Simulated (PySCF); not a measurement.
**State search for GeSe**

Unrestricted PBE0; Ge def2-TZVPPD, Se def2-TZVPPD; no relativity (PySCF 2.14). Outer shells of the fragments: Ge 3d10 4s2 4p2; Se 3d10 4s2 4p4.

Followed along the bond (rough minima from three points):

```
2Ms+1    unpaired  ⟨S²⟩ at the start  R at minimum (Å)  Te (eV)
    1        none               0.00              2.14     0.00
    3        π ↑↑               2.01  none in the scan   ≤ 2.36
    5  σ ↑, π ↑↑↑               6.01  none in the scan   ≤ 4.85
```

Solutions found at the starting distance of 2.275 Å, counted from the lowest of them; the search is not exhaustive and high or unbound solutions are not listed, so other states can lie among these:

```csv
2Ms+1,unpaired,term,E (eV),⟨S²⟩,⟨Lz²⟩,μ (D)
1,none,¹Σ⁺,0.00,0.00,0.00,-2.49
3,π ↑↑,mixed,2.24,2.01,2.01,-0.13
3,π ↑↑,mixed,2.57,2.01,2.01,-0.34
1,π ↑↓,mixed,2.63,1.01,2.02,-0.42
3,"σ ↑, π ↑",³Π,2.76,2.01,1.01,-1.86
1,"σ ↓, π ↑",mixed,3.03,1.02,1.01,-1.70
5,"σ ↑, π ↑↑↑",⁵Π,4.89,6.01,1.01,0.78
5,π ↑↑↑↑,⁵Σ⁺,5.48,6.01,0.00,3.72
3,"σ ↑, π ↑",³Π,5.55,2.01,1.02,-0.37
3,σ ↑↑,³Σ⁺,5.67,2.01,0.00,-0.84
1,"σ ↓, π ↑",mixed,5.70,1.01,1.01,-0.35
1,"σ ↓, π ↑↑↓",mixed,5.77,2.02,3.03,1.06
5,"σ ↑↑, π ↑↑",mixed,7.61,6.01,2.01,0.51
5,"σ ↑↑, π ↑↑",mixed,7.92,6.01,2.01,0.40
```

A term symbol is given only where ⟨S²⟩ and ⟨Lz²⟩ are close to those of a pure state; real π, δ and φ orbitals otherwise mix terms. A positive dipole means Ge(−)Se(+).

The measured ground state is X ¹Σ+ (Huber and Herzberg, Constants of Diatomic Molecules (1979)).

Counting both spins, an empty level lies below a filled one in some of these solutions, because spin and occupation are held.
